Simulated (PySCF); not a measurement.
A survey of ¹⁵N NMR shifts

PySCF calculation with geometry: GFN2-xTB and shieldings: GIAO PBE0/pcSseg-1; rapidly exchanging positions averaged, no solvent model, no relativistic terms, a single conformation.

Shieldings were converted by a linear fit to measured shifts: ¹⁵N (scatter 6.3 ppm rms vs CH3NO2, solution or neat liquid). Occasional misses reach two or three times the rms, and more in compound classes unlike the fitted ones.

Question: Give the ¹⁵N shifts of `C=Cc1cc(S[SiH3])nn1C`, `NC[SiH2]N[SiH3]`, `Cc1ccc2nccn2c1`.

Answer: 
```tsv
compound	environment	δ (ppm)
[CH2:1]=[CH:2][c:3]1[cH:4][c:5]([S:6][SiH3:7])[n:8][n:9]1[CH3:10]	N8: pyridine-type nitrogen of an azole	-88.6
[CH2:1]=[CH:2][c:3]1[cH:4][c:5]([S:6][SiH3:7])[n:8][n:9]1[CH3:10]	N9: pyrrole-type ring nitrogen	-194.4
[NH2:1][CH2:2][SiH2:3][NH:4][SiH3:5]	N1: amine nitrogen	-374.2
[NH2:1][CH2:2][SiH2:3][NH:4][SiH3:5]	N4: nitrogen bonded to 2 Si, H	-406.2
[CH3:1][c:2]1[cH:3][cH:4][c:5]2[n:6][cH:7][cH:8][n:9]2[cH:10]1	N6: pyridine-type nitrogen of an azole	-131.1
[CH3:1][c:2]1[cH:3][cH:4][c:5]2[n:6][cH:7][cH:8][n:9]2[cH:10]1	N9: pyrrole-type ring nitrogen	-180.2
```

Question: Order these by ¹⁵N shift, lowest first.
A. c1cnccn1
B. C=C1C[C@@H](C#N)/C1=C/Cl
C. CCNCc1cccs1

Answer: C (-321.4 ppm, amine nitrogen), B (-116.7 ppm, nitrile nitrogen), A (-44.3 ppm, pyridine-type ring nitrogen).
